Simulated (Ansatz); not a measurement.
Isomers of Cu2I (doublet), relaxed with r2SCAN-D4/def2-TZVP; total energies from Ansatz at CCSD(T)/def2-TZVP.

```csv
isomer,description,energy (Eh)
A,point group C2v; 2 × Cu–I 2.55 Å,-3575.82399
B,point group C2v; 2 × Cu–I 2.46 Å,-3575.79710
```

In the def2 sets I takes a core potential; there is no spin–orbit coupling. Correlated methods freeze 22 core orbitals; core or outer-core shells of I are correlated, in sets that lack core-valence functions.

The isomers come from a short search, and lower ones may exist.

Question: Work out the relative energies (1 Eh = 2625.5 kJ/mol) and the Boltzmann populations at 800 K from electronic energies alone (R = 8.314 J/mol/K).

Answer: ΔE: A 0.0, B 70.6 kJ/mol. RT = 6.65 kJ/mol. Factors exp(−ΔE/RT): A 1, B 2.45e-05; sum 1.000. Populations: A 100.0 %, B 0.0 %. Zero-point energy, vibrational entropy and symmetry numbers are left out and can shift these; an error of 4 kJ/mol changes a ratio by a factor of 1.8. Over the other density-functional and correlated levels in def2 sets, the gap between A and B ranges from 53 to 69 kJ/mol.
